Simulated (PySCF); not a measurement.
SMILES O=C([SiH2][GeH3])OC at its GFN2-xTB optimised geometry (Å):

```
14

C      1.1928    -2.5209    -0.0027
O      0.5300    -1.2637     0.0000
C     -0.8138    -1.2637     0.0000
O     -1.4740    -2.2696    -0.0035
Si    -1.3991     0.5610     0.0000
Ge     0.6681     1.6317     0.0405
H      1.0048    -3.0440     0.9372
H      2.2527    -2.3114    -0.1184
H      0.8256    -3.1340    -0.8282
H     -2.2039     0.7717    -1.2044
H     -2.2527     0.7606     1.1720
H      0.5982     3.1340     0.0754
H      1.5296     1.3001     1.2188
H      1.5432     1.3554    -1.1423
```

Method: B3LYP/def2-TZVP (PySCF 2.14.0).

Map of the deformation density (molecule minus spherical neutral atoms) (e/bohr³) on the plane z = 0.6 Å:

```
|222222222222222222222222222|
|222222222222222222222222222|
|222222222222222222222222222|
|222222222222222222222222222|
|222222222222222222222222222|
|222222222222222222222222222|
|222222222222234322222222222|
|222222222222223322222222222|
|222222222222222222222222222|
|222222222222322243222222222|
|222222233323432354222222222|
|222222246522332333222222222|
|222222235411222222222222222|
|222222222222222222222222222|
|222222222233212222222222222|
|222222222232123322222222222|
|222222222210034322222222222|
|222222222232022211222222222|
|222222222222111112222222222|
|222222222222212673222222222|
|222222222222222993222222222|
|222222222222222332222222222|
|222222222222222222222222222|
|222222222222222222222222222|
|222222222222222222222222222|
|222222222222222222222222222|
|222222222222222222222222222|
```
Scale: ten equal steps from -0.029 (start of '0') to 0.076 (end of '9'), in the order '0123456789'; x runs from -5.50 to 5.50, y from -5.50 (bottom) to 5.50 (top).
